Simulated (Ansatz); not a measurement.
HAlF, SMILES `[F][AlH-]` (excited triplet) (charge -1, multiplicity 3). This triplet is an excited state, 1.08 eV above the relaxed singlet at the level composite: frozen-core CCSD(T) with HF/aug-cc-pVQZ and the correlation energy extrapolated as X^-3 from aug-cc-pVTZ and aug-cc-pVQZ, plus CCSDT(Q) minus CCSD(T) in aug-cc-pVTZ // B3LYP-D3(BJ)/def2-TZVPD (Ansatz, a first-principles code).

Cartesian coordinates (Å):
```xyz
3

F      1.4386    -0.2581     0.0000
Al    -0.0606     0.6028     0.0000
H     -1.3780    -0.3448     0.0000
```
Charge -1, spin multiplicity 3.

Frozen-core energies in aug-cc-pVTZ from Ansatz at a geometry from B3LYP-D3(BJ)/def2-TZVPD; the HF reference has <S^2> = 2.00 and the T1 diagnostic is 0.019.

```json
[
 {"level": "HF", "energy (Ha)": "-342.02136", "difference from CCSDT(Q) (mHa)": "354.52"},
 {"level": "MP2", "energy (Ha)": "-342.35389", "difference from CCSDT(Q) (mHa)": "21.98"},
 {"level": "CCSD", "energy (Ha)": "-342.36386", "difference from CCSDT(Q) (mHa)": "12.01"},
 {"level": "CCSD(T)", "energy (Ha)": "-342.37497", "difference from CCSDT(Q) (mHa)": "0.91"},
 {"level": "CCSDT", "energy (Ha)": "-342.37552", "difference from CCSDT(Q) (mHa)": "0.35"},
 {"level": "CCSDT(Q)", "energy (Ha)": "-342.37587", "difference from CCSDT(Q) (mHa)": "0.00"}
]
```
